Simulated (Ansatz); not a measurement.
```yaml
crystal:
  periodic: [false, false, false]
  atoms:
    - {symbol: C, position_ang: [-1.733905, 0.420229, 0.561647]}
    - {symbol: Ge, position_ang: [-0.039297, 0.553615, -0.370407]}
    - {symbol: Si, position_ang: [1.660946, -1.086722, -0.052560]}
    - {symbol: Cl, position_ang: [-0.479774, 0.618252, -2.488284]}
    - {symbol: Cl, position_ang: [0.819315, 2.473748, 0.138992]}
    - {symbol: H, position_ang: [-2.231561, -0.510616, 0.287398]}
    - {symbol: H, position_ang: [-2.359475, 1.265354, 0.274287]}
    - {symbol: H, position_ang: [-1.563531, 0.443295, 1.638581]}
    - {symbol: H, position_ang: [2.042145, -1.110685, 1.382534]}
    - {symbol: H, position_ang: [2.821072, -0.710422, -0.894526]}
    - {symbol: H, position_ang: [1.129564, -2.413149, -0.457062]}
basis:
  gaussian: {orbitals: def2-mTZVP, fitting: {mean_field: cc-pVTZ-jkfit}, point_charges: [{charge: 2.00, position_ang: [6.192, 0.769, 0.054]}]}
hamiltonian: {xc: {name: r2SCAN}, dispersion: d3bjatm}
```

```sh
$ ansatz run in.yaml --threads 2 --pin off --events-out ev --progress --plain --max-ram 32768MiB --backend cpu
```

Shortened log:

```
Functional definition: r2SCAN
829 factors; integrals over basis functions are off by at most 1.7e-1 eV
mean field evaluation 1: about -90569.5804 eV, gradient 5.8e1 eV
mean field evaluation 2: about -90562.7569 eV, gradient 7.5e1 eV
mean field evaluation 4: about -90576.7105 eV, gradient 3.0e0 eV
mean field evaluation 8: about -90576.7379 eV, gradient 4.3e-2 eV
mean field evaluation 16: about -90576.7379 eV, gradient 4.9e-5 eV
mean field -90576.73794365 eV, -3328.6337243111 hartree, gradient 4.9e-5 eV, S^2 0.000000; 0 other end points of the search recorded, 0 dependent functions left out
reference -90576.73795752 eV, -3328.6337248208 hartree; 46, 46 occupied and 93, 93 virtual orbitals, 829 factors
Total energy: -90576.83471652 eV, -3328.6372806485 hartree
```

Run time 4 s (2 threads of an AMD EPYC 7R13 on a shared host); peak host memory 0.22 GiB.
